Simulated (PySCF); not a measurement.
Isomers of C5H10O2. The calculation used TDDFT PBE0/def2-SVPD, vertical, gas phase, core orbitals frozen in the response in PySCF. Geometries: GFN2-xTB; one conformer of each isolated species. Triplets are in the Tamm–Dancoff approximation.

A. `C=CC(OC)OC`
B. `O1CC[C@@H]1OCC`
C. `CCCC(=O)OC`

Lowest singlet levels (six at most, fewer where fewer were computed) with oscillator strengths:

1. 7.26 eV (f 0.008); 7.56 eV (f 0.009); 7.67 eV (f 0.013); 7.75 eV (f 0.018); 8.00 eV (f 0.002); 8.08 eV (f 0.006); T1 7.11 eV
2. 5.92 eV (f 0.001); 7.55 eV (f 0.011); 8.04 eV (f 0.095); 8.28 eV (f 0.004); 8.30 eV (f 0.015); 8.39 eV (f 0.010); T1 5.39 eV
3. 6.27 eV (f 0.011); 6.76 eV (f 0.009); 7.31 eV (f 0.036); 7.62 eV (f 0.154); 7.68 eV (f 0.177); 7.77 eV (f 0.046); T1 4.50 eV

Question: Which spectrum belongs to which structure?

Answer: 1 = B, 2 = C, 3 = A.
- A: S1 at 6.27 eV, HOMO→LUMO (93%); Löwdin shares by element: HOMO oxygen 51% or more, carbon 23% or more (atoms not listed hold the other 25%); LUMO carbon 68% or more, hydrogen 12% or more (atoms not listed hold the other 20%); HOMO -7.64 and LUMO -0.04 eV.
- B: S1 at 7.26 eV, HOMO→LUMO (87%); Löwdin shares by element: HOMO oxygen 65%, carbon 10% or more, hydrogen 5% or more (atoms not listed hold the other 19%); LUMO carbon 38% or more (atoms not listed hold the other 62%); HOMO -7.57 and LUMO 0.87 eV.
- C: S1 at 5.92 eV, HOMO→LUMO (93%); S1 has the pattern of n→π* at C=O; HOMO -8.01 and LUMO 0.17 eV.
